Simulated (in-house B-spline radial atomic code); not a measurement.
Pt⁵⁺. Computed with a B-spline radial atomic code. Model: all-electron spherical atom, spin shells full or empty, radial basis limit, no spin-orbit coupling, Breit or QED, empty-state partial waves extrapolated as (l+1/2)^-4, RPA, G0W0 and static COHSEX of the highest shell as one setting changes (uncorrelated shells keep exact exchange).

Empty levels are discrete states of a finite basis, so the steps are uneven.

Without the two-electron picture change, core correlation of heavy ions comes too large.

Given: element Pt; charge 5; filled core Xe; hamiltonian one-electron scalar X2C; mean-field start Hartree-Fock; highest l of empty states 9; nuclear rms radius 5.427 fm; lowest nl shells left uncorrelated 11; highest mean-field shell 5d up; box radius 10.43 bohr.

Shell: 4f 7 7, 5d 5 0 (electrons up and down).

| highest empty level kept (hartree) | RPA correlation energy (hartree) | G0W0 level (eV) | G0W0 minus most complete (meV) | COHSEX level (eV) | linearised minus solved G0W0 (meV) |
| --- | --- | --- | --- | --- | --- |
| 12 | -0.35345 | -77.391 | 278.8 | -78.653 | 0 |
| 24 | -0.39293 | -77.56 | 110 | -79.094 | 0 |
| 42 | -0.41097 | -77.634 | 36 | -79.286 | 0 |
| 72 | -0.41833 | -77.66 | 10.1 | -79.357 | 0 |
| 120 | -0.42026 | -77.667 | 3.7 | -79.377 | 0 |
| 216 | -0.42094 | -77.669 | 1.3 | -79.388 | 0 |
| 360 | -0.42117 | -77.67 | 0.5 | -79.392 | 0 |
| 720 | ? | ? | ? | ? | ? |
| 1440 | ? | ? | ? | ? | ? |
| 3000 | -0.42129 | -77.67 | 0 | -79.395 | 0 |
| 7200 | -0.4213 | -77.67 | 0 | -79.395 | 0 |
| 24000 | -0.4213 | -77.67 | 0 | -79.395 | 0 |

(1) What follows for highest empty level kept = 1440?

(2) What follows for highest empty level kept = 720?

## Answers

(1) RPA correlation energy -0.42128 hartree; G0W0 level -77.67 eV; G0W0 minus most complete 0.1 meV; COHSEX level -79.394 eV; linearised minus solved G0W0 0 meV.

(2) RPA correlation energy -0.42126 hartree; G0W0 level -77.67 eV; G0W0 minus most complete 0.1 meV; COHSEX level -79.394 eV; linearised minus solved G0W0 0 meV.
